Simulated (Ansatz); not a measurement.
Ge(SMe)2Me2 (C₄H₁₂GeS₂), relaxed as a singlet with RKS r2SCAN-D4/def2-SVP in Ansatz, starting from the GFN2-xTB geometry. Force threshold 0.02 eV/Å.

Start:

```
atom   x (Å)   y (Å)   z (Å)
 Ge1  -0.079  -0.198   0.482
  S2   1.672  -0.908   1.689
  C3   3.056  -0.392   0.616
  H4   2.923  -0.809  -0.377
  H5   3.956  -0.792   1.072
  H6   3.110   0.692   0.577
  S7   0.265  -0.771  -1.685
  C8  -1.293  -0.160  -2.403
  H9  -2.135  -0.693  -1.974
 H10  -1.230  -0.363  -3.467
 H11  -1.387   0.909  -2.236
 C12  -0.246   1.807   0.591
 H13  -1.241   2.116   0.288
 H14   0.485   2.293  -0.049
 H15  -0.080   2.123   1.615
 C16  -1.718  -1.090   1.208
 H17  -2.612  -0.574   0.871
 H18  -1.684  -1.063   2.293
 H19  -1.761  -2.128   0.889
```

| step | energy (eV) | largest force component (eV/Å) | SCF passes |
| --- | --- | --- | --- |
| 1 | -82513.4763 | 1.022 | 20 |
| 2 | -82513.5866 | 0.289 | 19 |
| 3 | -82513.6011 | 0.167 | 18 |
| 4 | -82513.6230 | 0.100 | 19 |
| 5 | -82513.6323 | 0.062 | 18 |
| 6 (rejected) | -82513.6285 | 0.419 | 18 |
| 7 | -82513.6355 | 0.047 | 18 |
| 8 | -82513.6399 | 0.018 | 19 |
| 9 | -82513.6400 | 0.184 | 18 |
| 10 | -82513.6435 | 0.043 | 20 |
| 11 | -82513.6443 | 0.008 | 19 |
| 12 | -82513.6449 | 0.027 | 19 |
| 13 | -82513.6450 | 0.072 | 19 |
| 14 | -82513.6454 | 0.032 | 20 |
| 15 | -82513.6455 | 0.010 | 20 |

Force components are those of the run's own axes.

End:

```xyz
19

Ge   -0.1970   -0.3789    0.5285
S     1.6417   -1.0959    1.5567
C     2.9139   -0.2557    0.5430
H     2.7250   -0.4186   -0.5282
H     3.8804   -0.7049    0.8093
H     2.9522    0.8219    0.7594
S    -0.0455   -1.1612   -1.5707
C    -1.0873    0.0447   -2.4724
H    -2.1250    0.0486   -2.1057
H    -1.0952   -0.2762   -3.5238
H    -0.6725    1.0620   -2.4214
C    -0.2888    1.5735    0.4842
H    -1.2422    1.9112    0.0493
H     0.5371    1.9928   -0.1091
H    -0.2169    1.9566    1.5137
C    -1.7005   -1.1648    1.4850
H    -2.6429   -0.9146    0.9746
H    -1.7409   -0.7814    2.5160
H    -1.5956   -2.2588    1.5115
```

By distances, no bond broke or formed. The bond that changes most is Ge1–C12, from 2.02 to 1.96 Å (atoms count from 1).

The force fell under the threshold at step 8, but the optimiser went on and released 0.006 eV more. No frequencies were taken in this run, so the end may be a saddle point.

It took 28 s on 2 threads of AMD EPYC 7R13 on a shared host and a share (18 GiB) of an NVIDIA H100 80GB HBM3, peak host memory 0.85 GiB.
